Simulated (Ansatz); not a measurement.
CH2Cl6Si2, charge -1, doublet, geometry from GFN2-xTB (a state made from the parent by changing its charge; the spin is typed, not shown lowest) (a gas-phase anion, which may not be bound at this level). Base run: PBE0/STO-3G in Ansatz (a quantum-chemistry and plane-wave program).

The Ansatz input:
Ansatz 0.2 input:
```yaml
crystal:
  periodic: [false, false, false]
  atoms:
    - {symbol: Cl, position_ang: [3.08799008, -0.39677225, -1.26569421]}
    - {symbol: Si, position_ang: [1.47398113, 0.29321702, -0.19461162]}
    - {symbol: Cl, position_ang: [2.17933231, 0.66766398, 1.66884890]}
    - {symbol: Cl, position_ang: [0.97661910, 2.06905610, -1.02181231]}
    - {symbol: C, position_ang: [0.10544345, -0.99510331, -0.21573527]}
    - {symbol: Si, position_ang: [-1.63560367, -0.25343323, 0.20330251]}
    - {symbol: Cl, position_ang: [-2.05187644, 0.25737694, -1.98728099]}
    - {symbol: Cl, position_ang: [-1.20310332, -0.20377725, 2.43948372]}
    - {symbol: Cl, position_ang: [-2.91612256, -1.88424425, 0.27626352]}
    - {symbol: H, position_ang: [0.33616261, -1.78103735, 0.50587682]}
    - {symbol: H, position_ang: [0.05562643, -1.46347131, -1.19988467]}
basis:
  gaussian:
    orbitals: STO-3G
hamiltonian:
  xc: pbe0
total_charge: -1
magnetization: {spin_polarized: true, initial_magnetization: 1}
```

Variants of this job, named by their change:

```csv
change,ΔE vs base (kcal/mol)
base,0.000
accuracy = high,-0.002
fitting.mean_field = cc-pVTZ-JKFIT,-0.600
lower_state_search = full,0.000
lower_state_search = off,0.000
"final_grid = 10, 20, 41",0.001
"point_charge = charge:1.0 position_ang:2.4142, 5.5555, -0.0035",-49.28
fitting.mean_field = def2-universal-JKFIT,-3.44
"point_charge = charge:-1.0 position_ang:1.7882, 5.5569, 1.5318",47.58
"final_grid = 4, 8, 17",-0.524
"final_grid = 6, 12, 29",0.000
```

A gas-phase anion may not be bound at this level; its values then depend on the basis.
